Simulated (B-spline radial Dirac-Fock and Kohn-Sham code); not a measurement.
**Cs: input and output of one calculation**

ΔSCF core binding energies without Breit or QED terms, calculated with a radial atomic solver. Keys: rel is the Hamiltonian (dirac, or spin-free x2c and nr, where L3 and M5 stand for the whole 2p and 3d shells), method is hf or an exchange,correlation pair (spin-unpolarised, also for the hole states), nuc the nuclear model, radius_factor scales its radius, rmax is the box in bohr, h the logarithmic mesh step, order the B-spline order, points the quadrature points per cell, c_factor scales the speed of light, and damp, ndamp, maxit and tol steer the iteration. The run stops when the commutator error falls below 10·tol·max(1, Z/10), or the numerical noise floor, and the energy has settled to about 1e-8 Ha; the virial ratio is −V/T.

Input (task.json):

```json
{"items": [{"Z": 55, "q": 0, "cfg": [[1, 0, 2], [2, 0, 2], [2, 1, 6], [3, 0, 2], [3, 1, 6], [3, 2, 10], [4, 0, 2], [4, 1, 6], [4, 2, 10], [5, 0, 2], [5, 1, 6], [6, 0, 1]], "A": 133, "rrms": 4.8041, "do": "settings", "holes": ["K", "L3", "M5"],
  "settings": [{"rel": "dirac", "method": "hf", "nuc": "fermi", "radius_factor": 100.0, "rmax": 45.0, "h": 0.3, "order": 8, "points": 10, "c_factor": 1.0, "maxit": 57, "damp": 0.5, "ndamp": 3, "tol": 1e-08}]}]}
```

Command: `python xray2_run.py task.json out`

Ground-state iterations:

```
iter   energy (Ha)        error
   1    -7188.99718259  2.44e+00
   2    -7192.78355090  2.81e-01
   3    -7194.32543109  6.27e-02
   4    -7194.42140979  1.82e-02
   5    -7194.42958987  8.43e-03
   6    -7194.43095620  9.31e-04
   7    -7194.43099244  2.13e-04
   8    -7194.43099401  2.94e-05
   9    -7194.43099405  3.87e-06
  10    -7194.43099405  6.32e-07
  11    -7194.43099405  9.44e-08
```

The ground state converged in 11 iterations, with total energy -7194.43099 Ha, virial ratio 2.06254 and highest orbital energy -3.21 eV. ΔSCF binding energies: K (1s) 29392.6 eV, L3 (2p3/2) 5072.8 eV, M5 (3d5/2) 745.0 eV.

Problem. One setting is unsound. Which, and why?

Solution. radius_factor inflates the nucleus far beyond its size, which weakens the binding of the inner electrons. With the default settings (Dirac Hartree-Fock): The ground state converged in 11 iterations, with total energy -7786.77413 Ha, virial ratio 1.93907 and highest orbital energy -3.49 eV. ΔSCF binding energies: K (1s) 36119.7 eV, L3 (2p3/2) 5028.3 eV, M5 (3d5/2) 732.3 eV.
